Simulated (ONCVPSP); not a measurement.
Scattering properties, ONCV potential for Lu (Z = 71)

Lu (Z = 71), optimised norm-conserving Vanderbilt (ONCV), made with ONCVPSP 4.0.1 (PBEsol, scalar-relativistic). Core [Kr] 4d10, reference 4f14 5s2 5p6 5d1 6s1.5 6p0.5. Waves: 5s+6s: rc 1.55 bohr, ncon 3, nbas 6, qcut 7.8 1/bohr, 2 projectors; 5p+6p: rc 2.50 bohr, ncon 4, nbas 8, qcut 5.7 1/bohr, 2 projectors; 5d: rc 2.90 bohr, ncon 4, nbas 9, qcut 6.2 1/bohr, 2 projectors, debl 1.2 Ha; 4f: rc 0.80 bohr, ncon 4, nbas 9, qcut 18.5 1/bohr, 3 projectors, debl 3.2 Ha. Local part: polynomial inside 0.55 bohr (lpopt 5, dvloc0 -1 Ha). Core correction: Teter function, fcfact 4, rcfact 1.35.

The phase is arctan(r·R′/R) of the radial function R(r), unwrapped; energies in Ha, scanned from -4 to 5 Ha. A pole is an energy at which the radial function vanishes at the test radius. The pseudo phase is shifted by a multiple of π to meet the all-electron one at the reference energy, and phase errors are pseudo minus all-electron; the curves can meet again beyond the range given. Levels narrower than the energy grid can be missing from the lists of poles.

| channel | radius (bohr) | reference energy (Ha) | poles, all-electron | poles, pseudo | unbroken range about the reference energy with phases within 0.05 rad | phase error 1 Ha above the reference energy (rad) |
| --- | --- | --- | --- | --- | --- | --- |
| s | 1.57 | -0.19 | -1.14 | -1.14 | below 3.2 | -0.000 |
| p | 2.54 | -0.06 | -1.08, 2.57 | -1.08, 2.52 | below 3.8 | -0.001 |
| d | 2.95 | -0.09 | 0.22, 2.71 | 0.22, 2.72 | below 4.2 | +0.000 |
| f | 0.81 | -0.38 | 2.85 | 2.85 | the whole range | +0.000 |

Note: ghosts flagged at negative energy: s at -1330.0 eV, p at -469.4 eV, d at -437.3 eV, f at -4410.4 eV; GHOST(+) flagged for s at 159.2 eV. A true bound ghost makes a file unfit for plane-wave use.

Phases in the d channel:

```json
{"E (Ha)": "-3.98", "all-electron": "1.433", "pseudo": "1.433"}
{"E (Ha)": "-3.74", "all-electron": "1.428", "pseudo": "1.428"}
{"E (Ha)": "-3.50", "all-electron": "1.422", "pseudo": "1.422"}
{"E (Ha)": "-3.26", "all-electron": "1.416", "pseudo": "1.416"}
{"E (Ha)": "-3.02", "all-electron": "1.409", "pseudo": "1.409"}
{"E (Ha)": "-2.78", "all-electron": "1.400", "pseudo": "1.400"}
{"E (Ha)": "-2.54", "all-electron": "1.391", "pseudo": "1.391"}
{"E (Ha)": "-2.30", "all-electron": "1.379", "pseudo": "1.379"}
{"E (Ha)": "-2.06", "all-electron": "1.366", "pseudo": "1.366"}
{"E (Ha)": "-1.82", "all-electron": "1.349", "pseudo": "1.349"}
{"E (Ha)": "-1.58", "all-electron": "1.327", "pseudo": "1.327"}
{"E (Ha)": "-1.34", "all-electron": "1.298", "pseudo": "1.298"}
{"E (Ha)": "-1.10", "all-electron": "1.255", "pseudo": "1.255"}
{"E (Ha)": "-0.86", "all-electron": "1.187", "pseudo": "1.187"}
{"E (Ha)": "-0.62", "all-electron": "1.050", "pseudo": "1.050"}
{"E (Ha)": "-0.38", "all-electron": "0.629", "pseudo": "0.629"}
{"E (Ha)": "-0.14", "all-electron": "-0.827", "pseudo": "-0.827"}
{"E (Ha)": "0.10", "all-electron": "-1.453", "pseudo": "-1.453"}
{"E (Ha)": "0.34", "all-electron": "-1.665", "pseudo": "-1.665"}
{"E (Ha)": "0.58", "all-electron": "-1.837", "pseudo": "-1.837"}
{"E (Ha)": "0.82", "all-electron": "-2.124", "pseudo": "-2.124"}
{"E (Ha)": "1.06", "all-electron": "-2.981", "pseudo": "-2.981"}
{"E (Ha)": "1.30", "all-electron": "-4.040", "pseudo": "-4.040"}
{"E (Ha)": "1.54", "all-electron": "-4.379", "pseudo": "-4.379"}
{"E (Ha)": "1.78", "all-electron": "-4.516", "pseudo": "-4.516"}
{"E (Ha)": "2.02", "all-electron": "-4.592", "pseudo": "-4.592"}
{"E (Ha)": "2.26", "all-electron": "-4.643", "pseudo": "-4.643"}
{"E (Ha)": "2.50", "all-electron": "-4.683", "pseudo": "-4.682"}
{"E (Ha)": "2.74", "all-electron": "-4.716", "pseudo": "-4.715"}
{"E (Ha)": "2.98", "all-electron": "-4.748", "pseudo": "-4.747"}
{"E (Ha)": "3.22", "all-electron": "-4.783", "pseudo": "-4.782"}
{"E (Ha)": "3.46", "all-electron": "-4.825", "pseudo": "-4.822"}
{"E (Ha)": "3.70", "all-electron": "-4.885", "pseudo": "-4.880"}
{"E (Ha)": "3.94", "all-electron": "-4.990", "pseudo": "-4.978"}
{"E (Ha)": "4.18", "all-electron": "-5.253", "pseudo": "-5.211"}
{"E (Ha)": "4.42", "all-electron": "-6.299", "pseudo": "-6.122"}
{"E (Ha)": "4.66", "all-electron": "-7.317", "pseudo": "-7.263"}
{"E (Ha)": "4.90", "all-electron": "-7.571", "pseudo": "-7.554"}
```
